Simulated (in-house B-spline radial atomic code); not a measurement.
Whole-atom quantities along the 8-electron series, configuration [He] 2s2 2p4. Breit and QED terms are first order and not part of the total energy; the density at the nucleus is averaged over the nuclear charge. Computed with a B-spline radial code for spherical atoms: Dirac-Hartree-Fock, average of the configuration, finite nuclei.

| ion | Z | E/Z² (Eh) | Σ<r²> (bohr²) | n(0)/Z³ (bohr⁻³) | Lamb diamagnetic shielding (ppm) | repulsion over attraction | Breit energy (eV) | self-energy (eV) | vacuum polarisation (eV) | Dirac less non-relativistic energy (Eh) |
| --- | --- | --- | --- | --- | --- | --- | --- | --- | --- | --- |
| O | 8 | -1.1691 | 11.261 | 0.62443 | 395.44 | 0.15969 | 0.20403 | 0.13622 | -0.0066422 | -0.055785 |
| F+ | 9 | -1.2207 | 7.1146 | 0.63726 | 458.25 | 0.14812 | 0.30696 | 0.21009 | -0.010734 | -0.092796 |
| Ne2+ | 10 | -1.2646 | 4.9668 | 0.6495 | 520.95 | 0.13726 | 0.44108 | 0.30891 | -0.016476 | -0.1462 |
| Mg4+ | 12 | -1.3349 | 2.8468 | 0.67284 | 646.4 | 0.11879 | 0.81983 | 0.59885 | -0.034512 | -0.32012 |
| Al5+ | 13 | ? | ? | ? | ? | ? | ? | ? | ? | ? |
| Si6+ | 14 | -1.3884 | 1.8531 | 0.69532 | 772.11 | 0.10423 | 1.3743 | 1.0425 | -0.064352 | -0.6187 |
| P7+ | 15 | -1.4107 | 1.5423 | 0.70642 | 835.12 | 0.098116 | 1.728 | 1.334 | -0.085002 | -0.82993 |
| S8+ | 16 | ? | ? | ? | ? | ? | ? | ? | ? | ? |
| Cl9+ | 17 | ? | ? | ? | ? | ? | ? | ? | ? | ? |
| Ar10+ | 18 | -1.4647 | 0.96786 | 0.74022 | 1024.9 | 0.083285 | 3.1472 | 2.5476 | -0.17712 | -1.7976 |
| K11+ | 19 | -1.4795 | 0.8466 | 0.75224 | 1088.46 | 0.079256 | 3.7539 | 3.0825 | -0.22015 | -2.2587 |

Problem. Fill in the row of Al5+.

Solution. E/Z² (Eh): -1.3633; Σ<r²> (bohr²): 2.2695; n(0)/Z³ (bohr⁻³): 0.68419; Lamb diamagnetic shielding (ppm): 709.21; repulsion over attraction: 0.11108; Breit energy (eV): 1.073; self-energy (eV): 0.79911; vacuum polarisation (eV): -0.047706; Dirac less non-relativistic energy (Eh): -0.45092.

Problem. Fill in the row of S8+.

Solution. E/Z² (Eh): -1.4306; Σ<r²> (bohr²): 1.304; n(0)/Z³ (bohr⁻³): 0.71757; Lamb diamagnetic shielding (ppm): 898.24; repulsion over attraction: 0.092647; Breit energy (eV): 2.1386; self-energy (eV): 1.6786; vacuum polarisation (eV): -0.11025; Dirac less non-relativistic energy (Eh): -1.0917.

Problem. Fill in the row of Cl9+.

Solution. E/Z² (Eh): -1.4485; Σ<r²> (bohr²): 1.1172; n(0)/Z³ (bohr⁻³): 0.72872; Lamb diamagnetic shielding (ppm): 961.5; repulsion over attraction: 0.087728; Breit energy (eV): 2.6102; self-energy (eV): 2.0814; vacuum polarisation (eV): -0.14073; Dirac less non-relativistic energy (Eh): -1.4115.

Problem. With what power of Z does the column «Breit energy (eV)» change over this range?

Solution. A fit of the logarithm of its size against log Z from Z = 8 to 19 has slope 3.36.
